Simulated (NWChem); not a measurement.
System: CH3ClOZr; SMILES [CH3][Zr](=[O])[Cl]

```xyz
7

Zr     0.1379     0.2609    -0.2143
O      1.3983     1.0512     0.6716
Cl     0.0635    -2.0995     0.1400
C     -1.7445     1.2635     0.4270
H     -2.6445     0.8872    -0.0928
H     -1.6957     2.3603     0.2976
H     -1.8955     1.0926     1.5088
```
Atoms are numbered in this order, from 1.

Level: PBE0/def2-SVP with def2 effective core potentials on Zr (NWChem), optimised geometry, unscaled harmonic frequencies. def2 effective core potentials on Zr; no spin-orbit coupling.

```tsv
frequency (cm⁻¹)	IR intensity (km/mol)
80	2.3
101	14.5
139	19.5
192	5.9
380	32.5
418	76.3
503	75.8
560	20.0
989	213.1
1163	12.2
1392	7.5
1401	7.5
3017	0.9
3118	3.3
3123	8.1
```

```json
{
 "zero_point_energy": "23.7 kcal/mol",
 "thermal correction to the enthalpy at 298.15 K (with zero-point energy)": "28.5 kcal/mol",
 "heat capacity Cv": "19.8 cal/(mol K)",
 "entropy at 298.15 K and 1 atm (symmetry number 1)": "83.8 cal/(mol K)"
}
```

Rigid rotor and harmonic oscillator; modes under 100 cm⁻¹ make the entropy uncertain.
